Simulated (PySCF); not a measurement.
C₂HF₄, SMILES F[CH]C(F)(F)F, multiplicity 2. Atoms are numbered in the order given.

```xyz
7

F      1.7860    -0.8823    -0.1271
C      1.0999     0.2330    -0.3193
C     -0.3528     0.1712     0.0120
F     -0.5732     0.0324     1.3361
F     -0.9547    -0.8598    -0.5947
F     -0.9406     1.3102    -0.3800
H      1.6598     1.1702    -0.2640
```
Charge 0, spin multiplicity 2.

The structure is a stationary point at B3LYP-D3(BJ)/def2-SVP. The isomer is the one that the SMILES or the coordinates give; other isomers of the formula were not compared.

Computed with B3LYP-D3(BJ)/def2-SVP (PySCF).

Frequencies are harmonic and unscaled.

```tsv
mode	ν (cm⁻¹)	IR (km/mol)	moving atoms (share of kinetic energy)
1	76	3.6	F 71 %, C 17 %, H 12 %
2	213	1.7	F 92 %
3	325	12.9	H 51 %, F 42 %
4	421	0.7	F 89 %, C 9 %
5	487	7.3	F 62 %, C 21 %, H 17 %
6	558	4.7	F 83 %, C 15 %
7	609	7.6	F 47 %, C 42 %, H 10 %
8	682	32.2	F 65 %, C 31 %
9	874	23.6	F 60 %, C 32 %
10	1159	310.7	C 75 %, F 23 %
11	1207	58.6	C 48 %, H 33 %, F 19 %
12	1235	319.7	C 65 %, F 33 %
13	1288	183.3	C 54 %, H 35 %, F 11 %
14	1467	33.5	C 75 %, H 16 %, F 9 %
15	3215	2.4	H 92 %, C 8 %
```
